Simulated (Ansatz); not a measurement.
## Molecular dynamics of BFHO2, charge -1

Input file:

```yaml
crystal:
  periodic: [false, false, false]
  atoms:
    - { symbol: O, position_ang: [-1.058004, -0.328746, 0.925307] }
    - { symbol: B, position_ang: [-0.390866, 0.03604, -0.082122] }
    - { symbol: O, position_ang: [1.024931, 0.057964, -0.193251] }
    - { symbol: F, position_ang: [-0.918591, 0.490504, -1.286419] }
    - { symbol: H, position_ang: [1.34254, -0.255762, 0.636486] }
total_charge: -1
magnetization:
  spin_polarized: true
basis:
  gaussian: { orbitals: def2-SVP }
hamiltonian:
  xc: hf
md:
  timestep: 0.5
  n_steps: 150
  ensemble: nvt_langevin
  temperature: 3000.0
  initial_velocities: maxwell_boltzmann
  seed: 964024
  friction: 0.02
```

Launched with:

```bash
$ ansatz run input.yaml --threads 1 --pin off --max-ram 2048MiB --backend cpu --events-out ev --progress --plain --runs-dir out
```

It starts from a relaxed structure.

Output, in part (one step line in 6, the closing report, with atoms numbered from 0):

```
md step     0: t =     0.00 fs  T =  2400.0 K  F+E_penalty+E_count = -7466.35358599 eV  E_kin = 1.551120 eV  (41 SCF iters)
md step     6: t =     3.00 fs  T =  1911.6 K  F+E_penalty+E_count = -7465.93102017 eV  E_kin = 1.235469 eV  (45 SCF iters)
md step    12: t =     6.00 fs  T =  1357.5 K  F+E_penalty+E_count = -7465.44730696 eV  E_kin = 0.877344 eV  (46 SCF iters)
md step    18: t =     9.00 fs  T =  1479.4 K  F+E_penalty+E_count = -7465.51946390 eV  E_kin = 0.956130 eV  (66 SCF iters)
md step    24: t =    12.00 fs  T =  1933.7 K  F+E_penalty+E_count = -7465.77146663 eV  E_kin = 1.249777 eV  (45 SCF iters)
md step    30: t =    15.00 fs  T =  1912.7 K  F+E_penalty+E_count = -7465.55489378 eV  E_kin = 1.236200 eV  (44 SCF iters)
md step    36: t =    18.00 fs  T =  1859.6 K  F+E_penalty+E_count = -7465.54441081 eV  E_kin = 1.201864 eV  (42 SCF iters)
md step    42: t =    21.00 fs  T =  1950.2 K  F+E_penalty+E_count = -7465.48867722 eV  E_kin = 1.260406 eV  (45 SCF iters)
md step    48: t =    24.00 fs  T =  1710.8 K  F+E_penalty+E_count = -7465.30273432 eV  E_kin = 1.105681 eV  (44 SCF iters)
md step    54: t =    27.00 fs  T =  1962.6 K  F+E_penalty+E_count = -7465.33771759 eV  E_kin = 1.268458 eV  (43 SCF iters)
md step    60: t =    30.00 fs  T =  2720.1 K  F+E_penalty+E_count = -7465.61591994 eV  E_kin = 1.758031 eV  (43 SCF iters)
md step    66: t =    33.00 fs  T =  3185.1 K  F+E_penalty+E_count = -7465.77426847 eV  E_kin = 2.058546 eV  (40 SCF iters)
md step    72: t =    36.00 fs  T =  2939.4 K  F+E_penalty+E_count = -7465.55528973 eV  E_kin = 1.899758 eV  (41 SCF iters)
md step    78: t =    39.00 fs  T =  3047.0 K  F+E_penalty+E_count = -7465.78532428 eV  E_kin = 1.969297 eV  (43 SCF iters)
md step    84: t =    42.00 fs  T =  2630.1 K  F+E_penalty+E_count = -7465.23536108 eV  E_kin = 1.699820 eV  (44 SCF iters)
md step    90: t =    45.00 fs  T =  2889.4 K  F+E_penalty+E_count = -7465.02823465 eV  E_kin = 1.867438 eV  (45 SCF iters)
md step    96: t =    48.00 fs  T =  3943.2 K  F+E_penalty+E_count = -7465.38146199 eV  E_kin = 2.548507 eV  (47 SCF iters)
md step   102: t =    51.00 fs  T =  4347.4 K  F+E_penalty+E_count = -7465.32218666 eV  E_kin = 2.809713 eV  (42 SCF iters)
md step   108: t =    54.00 fs  T =  2851.3 K  F+E_penalty+E_count = -7464.09371031 eV  E_kin = 1.842822 eV  (44 SCF iters)
md step   114: t =    57.00 fs  T =  4636.7 K  F+E_penalty+E_count = -7464.96986405 eV  E_kin = 2.996729 eV  (44 SCF iters)
md step   120: t =    60.00 fs  T =  2722.6 K  F+E_penalty+E_count = -7464.29284142 eV  E_kin = 1.759641 eV  (47 SCF iters)
md step   126: t =    63.00 fs  T =  1761.8 K  F+E_penalty+E_count = -7463.69730772 eV  E_kin = 1.138678 eV  (48 SCF iters)
md step   132: t =    66.00 fs  T =  3484.1 K  F+E_penalty+E_count = -7464.54300923 eV  E_kin = 2.251773 eV  (46 SCF iters)
md step   138: t =    69.00 fs  T =  2924.3 K  F+E_penalty+E_count = -7464.69366388 eV  E_kin = 1.889986 eV  (67 SCF iters)
md step   144: t =    72.00 fs  T =  2293.6 K  F+E_penalty+E_count = -7464.33307777 eV  E_kin = 1.482356 eV  (44 SCF iters)
md step   150: t =    75.00 fs  T =  3744.5 K  F+E_penalty+E_count = -7465.25752035 eV  E_kin = 2.420065 eV  (68 SCF iters)
Total energy: -7465.25752035 eV, -274.3431537395 hartree
Atom 0 at    -0.585580     0.033017     0.814346 Å, force     0.864773     0.375902     1.810603 eV/Å
Atom 1 at    -0.301995     0.098527    -0.378798 Å, force     0.109431    -0.292192    -1.926451 eV/Å
Atom 2 at     1.088202     0.495502    -0.999356 Å, force    -3.289512    -1.697952     2.326828 eV/Å
Atom 3 at    -1.449381    -0.311469    -1.252891 Å, force     2.703664     0.999905    -0.609510 eV/Å
Atom 4 at     1.042706     0.915481    -1.813714 Å, force    -0.388356     0.614337    -1.601470 eV/Å
Dipole moment:     0.195108     0.225550    -0.801043 e Å
```

The run went to its last step. A run of 0.075 ps of so small a system gives no equilibrium averages. Limits of this set-up: an anion without diffuse functions, the dipole of an ion depends on the origin.

The same pairs are bonded in the first frame and the last. Pairs count as bonded within 1.25 times the sum of covalent radii (0.12 Å more for H–H).

Last frame:

```xyz
5
Properties=species:S:1:pos:R:3
O -0.586 0.033 0.814
B -0.302 0.099 -0.379
O 1.088 0.495 -0.999
F -1.449 -0.311 -1.253
H 1.043 0.915 -1.814
```

Time of the run: 2.5 min on 1 CPU thread of a shared host.
